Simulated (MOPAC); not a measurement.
Job for MOPAC: PM7 on BH3Se (SMILES B[SeH]), a point of a bond scan (R = 1.186 Å).

```
PM7 1SCF PRECISE CHARGE=0 THREADS=1
BH3Se

B      0.45012458 1    -0.03983348 1    -1.50253169 1
H     -0.28917233 1    -0.55999492 1    -2.27043345 1
H      1.48655015 1     0.43721308 1    -1.81939992 1
Se    -0.13171131 1    -0.01087557 1     0.31515847 1
H      1.03018385 1     0.69171863 1     0.88710390 1
```

The log:

```
*******************************************************************************
 **                                                                           **
 **                              MOPAC v23.2.5                                **
 **                                                                           **
 *******************************************************************************
 ** MOPAC's Digital Object Identifier: https://doi.org/10.5281/zenodo.6511958 **
 **                                                                           **
 ** Please cite the open-source release paper for use of this MOPAC version:  **
 ** J. E. Moussa and J. J. P. Stewart (2026)                                  **
 ** MOPAC: An open-source semiempirical molecular orbital program             **
 ** J. Open Source Softw., 11(119), 8025, https://doi.org/10.21105/joss.08025 **
 *******************************************************************************

                              PM7 CALCULATION RESULTS

 *******************************************************************************
 *  PM7        - The PM7 Hamiltonian to be used
 *
 *
 *
 *                 CHARGE ON SYSTEM = 0
 *
 *
 *
 *  PRECISE    - TIGHTER CRITERIA TO BE USED
 *  1SCF       - DO 1 SCF AND THEN STOP
 *  THREADS=1  - MULTI-THREADING NOT USED
 *  T=         - A TIME OF 172800.0 SECONDS REQUESTED
 *  DUMP=N     - RESTART FILE WRITTEN EVERY 7200.0 SECONDS REQUESTED
 *******************************************************************************
PM7 1SCF PRECISE CHARGE=0 THREADS=1
 BH3Se

   ATOM   CHEMICAL          X               Y               Z
  NUMBER   SYMBOL      (ANGSTROMS)     (ANGSTROMS)     (ANGSTROMS)

     1       B          0.45012458  *  -0.03983348  *  -1.50253169  *
     2       H         -0.28917233  *  -0.55999492  *  -2.27043345  *
     3       H          1.48655015  *   0.43721308  *  -1.81939992  *
     4      Se         -0.13171131  *  -0.01087557  *   0.31515847  *
     5       H          1.03018385  *   0.69171863  *   0.88710390  *



          CARTESIAN COORDINATES

    NO.       ATOM           X           Y           Z

     1         B          0.4501     -0.0398     -1.5025
     2         H         -0.2892     -0.5600     -2.2704
     3         H          1.4866      0.4372     -1.8194
     4        Se         -0.1317     -0.0109      0.3152
     5         H          1.0302      0.6917      0.8871

 General Reference for PM7:
 "Optimization of Parameters for Semiempirical Methods VI: More Modifications to the
 NDDO Approximations and Re-optimization of Parameters", J. J. P. Stewart, J. Mol. Mod., 1:32, 19 (2013)
 https://link.springer.com/article/10.1007/s00894-012-1667-x

           Empirical Formula: H3 B Se  =     5 atoms



      MOLECULAR POINT GROUP   :   Cs


      RHF CALCULATION, NO. OF DOUBLY OCCUPIED LEVELS = 6


 -------------------------------------------------------------------------------
 PM7 1SCF PRECISE CHARGE=0 THREADS=1
 BH3Se



     1SCF WAS SPECIFIED, SO BFGS WAS NOT USED
     SCF FIELD WAS ACHIEVED


                              PM7 CALCULATION
                                                       MOPAC v23.2.5 Linux




          FINAL HEAT OF FORMATION =         16.62488 KCAL/MOL =      69.55851 KJ/MOL


          COSMO AREA              =         86.66 SQUARE ANGSTROMS
          COSMO VOLUME            =         70.43 CUBIC ANGSTROMS

          IONIZATION POTENTIAL    =          8.820240 EV
          HOMO LUMO ENERGIES (EV) =         -8.820 -1.139
          NO. OF FILLED LEVELS    =          6
          MOLECULAR WEIGHT        =         92.7937         POINT GROUP:  Cs

          MOLECULAR DIMENSIONS (Angstroms)

            Atom       Atom       Distance
            H     5    H     2     3.64383
           Se     4    H     3     2.47875
            B     1    H     5     0.00000


          SCF CALCULATIONS        =          1





   ATOM   CHEMICAL          X               Y               Z
  NUMBER   SYMBOL      (ANGSTROMS)     (ANGSTROMS)     (ANGSTROMS)

     1       B          0.45012458  *  -0.03983348  *  -1.50253169  *
     2       H         -0.28917233  *  -0.55999492  *  -2.27043345  *
     3       H          1.48655015  *   0.43721308  *  -1.81939992  *
     4      Se         -0.13171131  *  -0.01087557  *   0.31515847  *
     5       H          1.03018385  *   0.69171863  *   0.88710390  *

                             CARTESIAN COORDINATES

   1    B        0.450124580    -0.039833480    -1.502531690
   2    H       -0.289172330    -0.559994920    -2.270433450
   3    H        1.486550150     0.437213080    -1.819399920
   4   Se       -0.131711310    -0.010875570     0.315158470
   5    H        1.030183850     0.691718630     0.887103900


           Empirical Formula: H3 B Se  =     5 atoms



      MOLECULAR POINT GROUP   :   Cs


                  EIGENVALUES
 -23.88493 -15.20218 -13.46437 -11.38566 -10.02045  -8.82024  -1.13860  -0.07653
   1.26754   3.49010   6.00006


              NET ATOMIC CHARGES AND DIPOLE CONTRIBUTIONS

  ATOM NO.   TYPE          CHARGE      No. of ELECS.   s-Pop       p-Pop
    1          B          -0.131414        3.1314     0.73970     2.39172
    2          H           0.040063        0.9599     0.95994
    3          H           0.023808        0.9762     0.97619
    4         Se           0.028642        5.9714     1.93545     4.03591
    5          H           0.038902        0.9611     0.96110
 DIPOLE           X         Y         Z       TOTAL
 POINT-CHG.     0.005     0.095     0.513     0.521
 HYBRID         0.851     0.424    -0.080     0.954
 SUM            0.856     0.519     0.432     1.090


          ATOMIC ORBITAL ELECTRON POPULATIONS

     Atom    s        px        py        pz
    1  B   0.73970   0.94484   0.43098   1.01590
    2  H   0.95994
    3  H   0.97619
    4 Se   1.93545   1.25567   1.62317   1.15707
    5  H   0.96110

 **********************
 *                    *
 * JOB ENDED NORMALLY *
 *                    *
 **********************




 == MOPAC DONE ==
```

The run finished.

Cost: around 0.020 core-seconds (rough).
